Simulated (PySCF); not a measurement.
## Predicted spectroscopic data

[PySCF 2.14: coordinates at the GFN2-xTB level; GIAO PBE0/pcSseg-1 shieldings; one computed conformer; averaged over atoms made equivalent by symmetry, fast rotation or ring inversion; isolated molecule; non-relativistic Hamiltonian]

δ = σ(ref) − σ, references computed at the same level: 1H (σ = 31.72 ppm) and 13C (σ = 186.93 ppm) against TMS. Splittings of carbon signals by F and P are missing where no couplings were computed. Where no couplings were computed, multiplicities follow the n + 1 count of equivalent neighbours, and m marks all less simple cases (inequivalent or close neighbours, rings, F or P nearby). Shifts are as computed. Against solution values, carbons near 30 ppm lie about +3 ppm off and those near 130 ppm about +5 ppm. Of 1211 compounds with measured shifts, 218 miss one by over three times the rms of a fit or turn the order of signals round; such compounds aren't used in these exercises.

**1.** SMILES CC#C[C@@]1(F)C=CC1, C₇H₇F. 1H NMR (600 MHz, computed): δ 6.63 (m, 1H), 6.45 (m, 1H), 3.07 (m, 1H), 2.91 (m, 1H), 2.09 (s, 3H). 13C{1H} NMR (computed): δ 149.9 (CH), 149.2 (CH), 91.8 (C), 88.7 (C), 83.2 (C), 49.4 (CH2), 4.8 (CH3).

**2.** `F[C@H]1[C@H]2C=C[C@@H]1C=C2`, C₇H₇F. 1H NMR (600 MHz, computed): δ 7.01 (m, 2H), 6.98 (m, 2H), 4.78 (m, 1H), 3.50 (m, 2H). 13C{1H} NMR (computed): δ 149.3, 147.7, 119.0, 57.6.
